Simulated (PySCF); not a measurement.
What does the GFN2-xTB structure of `C/C=C(\Cl)C(F)(F)F` look like in three dimensions?

```xyz
12
C4H4ClF3 angstrom
C     -1.9717   -0.0753   -0.2040
C     -0.5364   -0.4401   -0.1242
C      0.4617    0.4046    0.1056
Cl     0.2722    2.1033    0.3572
C      1.9048   -0.0183    0.1785
F      2.4575    0.2509    1.3698
F      2.0567   -1.3365   -0.0205
F      2.6650    0.5934   -0.7407
H     -2.3672   -0.3634   -1.1766
H     -2.1178    0.9899   -0.0562
H     -2.5300   -0.6247    0.5522
H     -0.2937   -1.4845   -0.2671
```

Orientation and origin are arbitrary. Atoms count from 1 in this order. Of the pairs four or more bonds apart, F7···H12 is among the closest relative to their van der Waals radii: 2.37 Å, 89 % of the sum of Bondi's values. The C–C distances run from 1.328 Å (C2=C3, drawn double) to 1.506 Å (C3–C5, drawn single), a spread of 0.178 Å. All 3 C–F bonds measure 1.340 to 1.342 Å.

Bonds between heavy atoms (Å): C1–C2 1.483, C2=C3 1.328, C3–Cl4 1.728, C3–C5 1.506, C5–F6 1.341, C5–F7 1.342, C5–F8 1.340.

Computed geometry: GFN2-xTB, gas phase.

Point group: Cs (tolerance 0.08 Å). Stationary, but not proved a minimum.
